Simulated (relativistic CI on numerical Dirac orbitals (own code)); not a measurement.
## Spin-allowed bands of a d8 ion in an octahedral site, by hand

Problem. A d8 ion in an octahedral site has a 3A2 ground term and spin-allowed bands at ν1 = 10370 and ν2 = 15731 cm⁻¹ (from a computed ligand-field model). Find Δ and the Racah parameter B, and predict the third band.

Working.
1. The F term splits into A2 (−1.2Δ), T2 (−0.2Δ) and T1 (+0.6Δ), so ν1 = E(T2) − E(A2) = Δ = 10370 cm⁻¹.
2. T1(F) mixes with T1(P), which lies at 15B, through an element 0.4Δ. The two roots, counted from A2, are ν2,3 = ½(15B + 3Δ) ∓ ½√[(15B − Δ)² + 12BΔ].
3. Solving the lower root for B gives B = (2ν1² + ν2² − 3ν1ν2)/(15ν2 − 27ν1) = -26853249/-44025 = 610 cm⁻¹.
4. The sum of the roots is 15B + 3Δ, so ν3 = 15B + 3ν1 − ν2 = 24528 cm⁻¹ (408 nm).

Check. The bands were computed by exact diagonalisation of the d8 shell with B = 610 and Δ = 10370 cm⁻¹, which gives ν3 = 24529 cm⁻¹. C does not enter the terms of highest spin.
